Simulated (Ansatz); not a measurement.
Molecule: ZrO2, net charge 0, triplet state. The spin state was set by rule; other spins were not relaxed. 
Geometry from a B3LYP-D3(BJ)/def2-TZVP (Ansatz, a program for electronic structure) optimisation:
```
Zr
O 1 1.7700
O 1 1.9009 2 100.50
```
Charge 0, spin multiplicity 3.

Basis-set convergence of Hartree-Fock and CCSD(T) correlation energies (hartree) with Ansatz. Cores are frozen in the correlated levels unless marked. Open shells are spin-unrestricted. No spin-orbit coupling. Frozen are the shells of the preceding noble gas and the d and f shells that filled before the atom's block. In def2 rows, elements after Kr have scalar-relativistic effective core potentials.

The T1 diagnostic of CCSD in the largest basis is 0.048, which is high, so the coupled-cluster rows are less sure than usual.

```tsv
basis	functions	E(HF)	E(corr, CCSD(T))
def2-SVPD	80	-196.12008	-0.48186
def2-TZVPPD	136	[?]	[?]
```

### Question
Some entries are withheld; supply them.

### Answer

- def2-TZVPPD, E(HF): -196.31661
- def2-TZVPPD, E(corr, CCSD(T)): -0.57629
